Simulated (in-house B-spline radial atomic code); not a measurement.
Values are calculated unless marked as measured or tabulated.
**Softness against transferability: the 3s channel of Cu**

Cu, [Ar] 3d10 4s1, non-relativistic PBE, spherical and spin-unpolarised, from an all-electron radial atomic-structure program (B-spline basis) (atomic units). The all-electron 3s level is ε = -4.077251 hartree, its outermost node lies just inside 0.30 bohr and its outer maximum at 0.62 bohr.

Troullier-Martins pseudo-orbitals are made for several radii. The cutoffs (hartree) are the plane-wave energies beyond which the orbital holds less than the named kinetic energy per electron. The phase error is the difference, pseudo minus all-electron, of arctan(R P'/P) at R = 1.17 bohr for all radii, half a hartree below and above the level.

| r_c (bohr) | V_l(0) (hartree) | cutoff for 10 mEh | for 1 mEh | for 0.1 mEh | phase error at ε − 0.5 (mrad) | at ε + 0.5 (mrad) |
| --- | --- | --- | --- | --- | --- | --- |
| 0.47 | -63.38 | 264 | > 450 | > 450 | -3.0 | -0.5 |
| 0.54 | -9.06 | 149 | 358 | > 450 | -1.5 | -0.2 |
| 0.62 | 11.69 | 103 | 147 | 256 | -1.1 | -0.2 |
| 0.7 | 10.73 | 101 | 142 | 246 | -1.1 | -0.2 |
| 0.78 | 5.34 | 88.7 | 125 | 213 | -1.9 | -0.3 |
| 0.87 | 0.43 | 69.1 | 103 | 174 | -3.7 | -0.6 |

Q: Which radius needs the lowest cutoff for 1 mEh while both phase errors stay within 2.0 mrad?

A: The radii within that limit are 0.54, 0.62, 0.7, 0.78 bohr; of these r_c = 0.78 needs the least, 125 hartree, that is 250 Ry or 3401 eV.
